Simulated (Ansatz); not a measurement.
Ansatz (a program for electronic structure) input:

Ansatz 0.2 input:
```yaml
crystal:
  periodic: [false, false, false]
  atoms:
    - {symbol: C, position_ang: [1.98404866, -1.21412960, 0.59524360]}
    - {symbol: C, position_ang: [1.35319514, 0.01281766, 0.04562804]}
    - {symbol: C, position_ang: [1.85022310, 1.33181217, 0.51663972]}
    - {symbol: C, position_ang: [0.19749035, -0.05265191, -0.87963221]}
    - {symbol: C, position_ang: [-1.15056389, 0.32170212, -0.21077951]}
    - {symbol: C, position_ang: [-1.50256653, -0.67856948, 0.88470329]}
    - {symbol: C, position_ang: [-2.25803589, 0.38003183, -1.25819164]}
    - {symbol: H, position_ang: [2.99138309, -1.35904147, 0.18615612]}
    - {symbol: H, position_ang: [1.39914023, -2.10030749, 0.36090388]}
    - {symbol: H, position_ang: [2.10020251, -1.14761284, 1.68072165]}
    - {symbol: H, position_ang: [1.53279160, 2.13145652, -0.15003601]}
    - {symbol: H, position_ang: [2.94028381, 1.33660268, 0.57816871]}
    - {symbol: H, position_ang: [1.47851166, 1.56991734, 1.52141104]}
    - {symbol: H, position_ang: [0.10509168, -1.05772790, -1.29690705]}
    - {symbol: H, position_ang: [0.34761533, 0.64731402, -1.71054648]}
    - {symbol: H, position_ang: [-1.04025325, 1.31294611, 0.24109726]}
    - {symbol: H, position_ang: [-2.43409387, -0.39838348, 1.37269572]}
    - {symbol: H, position_ang: [-0.71687012, -0.71394680, 1.63504248]}
    - {symbol: H, position_ang: [-1.62304566, -1.67518825, 0.46402108]}
    - {symbol: H, position_ang: [-3.20530417, 0.65177971, -0.79678592]}
    - {symbol: H, position_ang: [-2.02758254, 1.11680304, -2.02495789]}
    - {symbol: H, position_ang: [-2.37738927, -0.58918441, -1.73876067]}
basis:
  gaussian:
    orbitals: def2-TZVP
hamiltonian:
  xc: b3lyp
  dispersion: d3bj
magnetization: {spin_polarized: true, initial_magnetization: 1}
relax: {f_tol: 0.002, max_steps: 150}
```

**Question.** Predict the final energy.

**Answer.** -275.87449 Eh (B3LYP-D3(BJ)/def2-TZVP). The basis has 307 functions.

It need not be the lowest isomer of its formula.
